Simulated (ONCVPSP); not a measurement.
## u(r) = r·R(r): atom against pseudo-atom (platinum)

Columns: radius, all-electron u(r) and pseudo u(r) of the 5s shell (level -80.51 eV) of platinum in the configuration [Kr] 4d10 4f14 5s2 5p6 5d9 6s0.75 6p0.25; PBE, non-relativistic, ONCV scheme, ONCVPSP 4.0.1.

```
r (bohr)  all-electron  pseudo
   0.100        0.0881  0.1895
   0.200        0.2605  0.3716
   0.300       -0.4787  0.5392
   0.400       -0.6053  0.6860
   0.500       -0.2016  0.8067
   0.600        0.3300  0.8981
   0.700        0.7631  0.9587
   0.800        1.0331  0.9885
   0.900        1.1531  0.9891
   1.000        1.1613  0.9633
   1.100        1.0973  0.9149
   1.200        0.9935  0.8489
   1.300        0.8727  0.7709
   1.400        0.7500  0.6860
   1.500        0.6340  0.5989
   1.600        0.5292  0.5132
   1.700        0.4375  0.4320
   1.800        0.3589  0.3577
   1.900        0.2926  0.2925
   2.000        0.2374  0.2374
   2.100        0.1918  0.1918
   2.200        0.1544  0.1544
   2.300        0.1240  0.1240
   2.400        0.0993  0.0993
   2.500        0.0794  0.0794
   2.600        0.0633  0.0633
```

(1) How many radial nodes do the two functions have?

(2) At about which radius was the pseudo-wave matched?

(3) Where does each function peak?

(4) Is the pseudo-wave norm-conserving?

Results:

(1) The all-electron 5s function has n − l − 1 = 4 (the table is too coarse to show those close to the nucleus); the pseudo-wave has 0, since the states of the same l below it are removed with the core.

(2) 2.00 bohr, where the columns begin to agree (steps of 0.10 bohr).

(3) Outermost all-electron maximum near 1.00 bohr, pseudo maximum near 0.90 bohr (to the table’s step).

(4) Yes: the ONCV scheme keeps the norm inside the radius equal to the all-electron one, which fixes the energy derivative of the logarithmic derivative at the level.
